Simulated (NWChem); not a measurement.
# C$_{3}$H$_{4}$F$_{2}$; SMILES C=CC(F)F

```xyz
9

C     -0.0327     1.9088     0.2375
C      0.6459     0.8319    -0.1835
C      0.0185    -0.5170    -0.3925
F      0.7110    -1.4645     0.3217
F     -1.2829    -0.5346     0.0250
H     -1.1096     1.8439     0.4575
H      0.4641     2.8808     0.3763
H      1.7241     0.8773    -0.4123
H      0.0364    -0.8314    -1.4646
```
Atoms are numbered in this order, from 1.

Level: PBE-D3(BJ)/def2-SVP (NWChem), optimised geometry, unscaled harmonic frequencies. 

```tsv
frequency (cm⁻¹)	IR intensity (km/mol)
108	0.4
264	0.5
371	6.0
505	2.2
562	1.1
709	9.9
927	45.4
934	10.7
979	35.1
987	30.1
1081	153.3
1143	79.3
1252	0.5
1321	35.0
1345	23.9
1379	52.7
1684	2.0
2943	53.3
3087	2.6
3111	2.6
3191	1.3
```

The zero-point energy comes out as 39.8 kcal/mol, the thermal correction to the enthalpy at 298.15 K (with zero-point energy) comes out as 43.7 kcal/mol and the heat capacity Cv comes out as 17.2 cal/(mol K). The entropy at 298.15 K and 1 atm (symmetry number 1) is 72.6 cal/(mol K) and the dipole moment comes out as 1.85 D.

Rigid rotor and harmonic oscillator.
